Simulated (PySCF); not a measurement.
# Exercise with solution: chemical shift, span and skew from a shielding tensor

C5H8Si, SMILES C1=CC[SiH2]C=C1. Atoms are numbered in the order given.

```xyz
14

C      0.9373     1.3734    -0.4881
C     -0.3689     1.3999    -0.8219
C     -1.4140     0.4202    -0.3511
Si    -0.6904    -1.2282     0.2565
C      1.0526    -0.7985     0.7745
C      1.5984     0.3647     0.3524
H      1.5779     2.1794    -0.8588
H     -0.7186     2.2259    -1.4521
H     -1.9693     0.8809     0.4901
H     -2.1714     0.2582    -1.1359
H     -1.4981    -1.7732     1.3880
H     -0.6916    -2.2634    -0.8251
H      1.6712    -1.4713     1.3783
H      2.6340     0.5999     0.6290
```
Charge 0, spin multiplicity 1.

The structure is a stationary point at B3LYP-D3(BJ)/def2-SVP. The values are those of a single conformer.

GIAO shieldings from PBE/pcSseg-1 (PySCF), non-relativistic, no solvent. The symmetric part of the tensor of C6 has the principal values -90.1, 26.4, 152.6 ppm. The same nucleus in TMS has σ = 182.0 ppm at this level (PySCF, at its B3LYP-D3(BJ)/def2-TZVP geometry).

Task: Work out the isotropic shielding, the ¹³C shift against TMS, the span and the skew.

Result: 
σ(iso) = (σ11 + σ22 + σ33)/3 = 29.6 ppm. δ = σ(ref) − σ(iso) = 182.0 − (29.6) = 152.4 ppm.
Span Ω = σ33 − σ11 = 242.7 ppm. Skew κ = 3(σ(iso) − σ22)/Ω = 0.04. Tumbling in solution averages the tensor to δ; in a static solid the shielding alone would spread this spin-1/2 line over Ω.
